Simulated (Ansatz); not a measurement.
`C[S][Mg][F]` + silanol → `C[S][Mg][O][SiH3]` + H–F  (ligand exchange at a Mg–F bond)

Isolated molecules relaxed with PBE0-D4/def2-TZVP in Ansatz; ΔE leaves out vibrations. CCSD(T)/CBS adds triple-zeta CCSD(T) − MP2 to the extrapolated MP2 energy (def2 sets, frozen cores). This one scheme is used for every species. Functionals use def2-TZVPP. For Mg outer-core shells are correlated without core-valence functions, which leaves a few kJ/mol of doubt a bond. One conformer a species, not always the lowest.

```tsv
level	ΔE (kJ/mol)
LDA (SPW92)	27.1
B2PLYP	26.6
```

Question: What does CCSD(T)/CBS give? (Best estimate.)

Answer: The calculation gave: +15.9 kJ/mol. The listed levels differ from it by 11.2, 10.7 kJ/mol.

Largest T1 diagnostic among the species: 0.011.

From PBE to PBE0 (25 % exact exchange), in def2-TZVPP and without D4, ΔE moves by −5.3 kJ/mol. At CCSD(T), def2-SVP lies +7.4 kJ/mol from the extrapolated value and def2-TZVPP +1.9 kJ/mol.
